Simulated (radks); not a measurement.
The numbers below are computed, except where a source is named.
Polarisability of the scandium ion Sc2+, [Ar] 3d1, at imaginary frequency. Code: a radial shooting solver on a logarithmic mesh with Libxc functionals. Model: non-relativistic Kohn-Sham, exchange-only LDA, spin-unpolarised, spherical densities, point nucleus. Response by self-consistent Sternheimer equations with the Hartree and adiabatic exchange-only LDA kernel.

| w (hartree) | alpha1(iw) (bohr^3) |
|---|---|
| 0.00266 | 5.503 |
| 0.0143 | 5.495 |
| 0.0360 | 5.448 |
| 0.0697 | 5.308 |
| 0.118 | 5.019 |
| 0.186 | 4.578 |
| 0.280 | 4.057 |
| 0.413 | 3.517 |
| 0.605 | 2.959 |
| 0.892 | 2.346 |
| 1.35 | 1.668 |
| 2.12 | 0.9975 |
| 3.59 | 0.4709 |
| 6.94 | 0.1648 |
| 17.5 | 0.03659 |

Static values: alpha1 = 5.504 bohr^3 (0.8156 angstrom^3; uncoupled 7.215). C6 = 16.02, triple-dipole C9 = 55.39 atomic units. One-pole (London) frequency 4 C6 / (3 alpha1^2) = 0.705 hartree, against 0.618 for minus the highest occupied eigenvalue. The dipole shielding factor is 0.905, as the force sum rule N/Z = 0.905 demands.
